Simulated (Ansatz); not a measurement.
Geometry optimisation, Ansatz, RKS PBE0/6-31G*.

input.yaml

```yaml
crystal:
  periodic: [false, false, false]
  atoms:
    - { symbol: Al, position_ang: [0.037393, -0.595201, -0.508559] }
    - { symbol: H, position_ang: [0.103313, -0.042535, 2.193517] }
    - { symbol: Cl, position_ang: [1.804363, 0.443512, -0.872228] }
    - { symbol: Cl, position_ang: [-1.782411, 0.176803, -1.166391] }
    - { symbol: O, position_ang: [0.117485, -2.163532, 0.243933] }
    - { symbol: H, position_ang: [-0.700939, -2.649148, 0.386814] }
    - { symbol: H, position_ang: [0.092097, -0.694999, 1.906913] }
basis:
  gaussian: { orbitals: "6-31G*" }
hamiltonian:
  xc: pbe0
relax:
  f_tol: 0.03
  max_steps: 50
```

Launched with:

```bash
$ ansatz run input.yaml --threads 1 --pin off --max-ram 2048MiB --backend cpu --events-out ev --progress --plain --runs-dir out
```

Question: Where does it end, and by what steps?

Answer: The forces met the threshold. After 10 steps the energy has fallen by 0.117 eV; H2 moved furthest, 0.42 Å.

```tsv
step	energy less start (eV)	largest force component (eV/Å)	accepted
0	0.0000	1.417	yes
1	-0.0721	0.885	yes
2	-0.0838	0.707	yes
3	-0.0910	0.631	yes
4	-0.0973	0.523	yes
5	-0.1041	0.444	yes
6	-0.1106	0.290	yes
7	-0.1147	0.114	yes
8	-0.1161	0.050	yes
9	-0.1161	0.062	no
10	-0.1168	0.007	yes
```

```xyz
7
Properties=species:S:1:pos:R:3
Al 0.056 -0.691 -0.385
H 0.011 0.251 1.909
Cl 1.833 0.334 -0.741
Cl -1.770 0.255 -0.774
O 0.137 -2.333 0.033
H -0.666 -2.860 0.096
H 0.071 -0.482 2.046
```

The run took 46 s on 1 thread of Arm Neoverse V1, with other jobs on the host, peak memory 0.15 GiB.
